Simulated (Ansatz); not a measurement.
`C[O][Ga][O]C`• → 2 C• + Ga• + 6 H• + 2 O•  (atomization)

Gas-phase electronic energies from Ansatz, PBE0-D4/def2-TZVP geometries. CBS: MP2 limit from def2 TZ/QZ plus the TZ coupled-cluster correction, frozen cores. This one scheme is used for every species, atoms too. For atomizations the MP2-based limit and the directly extrapolated one differ by several kJ/mol either way, and by 10 to 25 for some Ge, Se and Sn compounds, so smaller differences from it don't rank the levels. DFT in def2-TZVPP. HSE06 is defined as in plane-wave codes. No spin–orbit coupling; open shells (•) take unrestricted orbitals. Spin–orbit coupling would lower the free atoms: a little for C, O; clearly for Ga. Bonds to Ga are less sure, by a few kJ/mol each and by 10 to 20 or more in all where they break to atoms, as the def2 sets lack core-valence functions. Scalar relativity is left out up to krypton. One conformer a species, not always the lowest.

Problem. What is ΔE at CCSD(T)/CBS? (Estimate.)

Solution. The calculation gave: +942.4 kcal/mol.

Problem. What do these levels give: LDA (SPW92), PBE-D4, revPBE-D4, BHLYP-D4, PBE, BLYP, HSE06, LC-ωPBE, HF/def2-SVP, MP2/def2-SVP, CCSD/def2-SVP, MP2/CBS(def2)? (An estimate is asked.)

Solution. The calculation gave: LDA (SPW92) 1093.0, PBE-D4 964.6, revPBE-D4 937.9, BHLYP-D4 906.1, PBE 960.0, BLYP 933.3, HSE06 938.5, LC-ωPBE 942.0, HF/def2-SVP 677.2, MP2/def2-SVP 910.9, CCSD/def2-SVP 885.0, MP2/CBS(def2) 962.9 kcal/mol.

Largest T1 diagnostic among the species: 0.017.

At CCSD(T), def2-SVP lies −47.4 kcal/mol from the extrapolated value and def2-TZVPP −20.7 kcal/mol: correlation converges slowly with the basis, and small sets miss more of it in the bonded molecule than in its fragments. In def2-TZVPP, CCSD(T) changes the Hartree–Fock value by +253.1 kcal/mol (the triples alone add +15.4 kcal/mol) and MP2 by +273.5 kcal/mol; breaking electron pairs costs correlation energy, which Hartree–Fock lacks.
